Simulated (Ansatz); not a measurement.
Consider the ligand exchange at a Mo–O bond: `[O]=[Mo]([OH])([OH])=[S]` + NH₃ → `[NH2][Mo](=[O])([OH])=[S]` + H₂O.

Gas-phase electronic energies from Ansatz, PBE0-D4/def2-TZVP geometries. CBS: MP2 limit from def2 TZ/QZ plus the TZ coupled-cluster correction, frozen cores. This one scheme is used for every species. Elements past krypton have def2 core potentials. For Mo outer-core shells are correlated without core-valence functions, which leaves a few kJ/mol of doubt a bond. One conformer a species, not always the lowest.

| level | ΔE (kJ/mol) |
| --- | --- |
| MP2/CBS(def2) | 9.6 |
| CCSD/CBS(def2) | 11.1 |

(1) What does CCSD(T)/CBS give? (An estimate is asked.)

Largest T1 diagnostic among the species: 0.025, so the coupled-cluster value is less sure than usual.

Answers

(1) The calculation gave: +11.6 kJ/mol. The listed levels differ from it by -2.0, -0.5 kJ/mol.

From PBE to PBE0 (25 % exact exchange), in def2-TZVPP and without D4, ΔE moves by −4.4 kJ/mol. Leaving LDA and LC-ωPBE aside and taking each functional with its dispersion term where it has one, the values, not all of them listed here, spread over 12.4 kJ/mol, from PBE-QIDH to B97M-V. LDA lies −5.3 kJ/mol from PBE without D4.
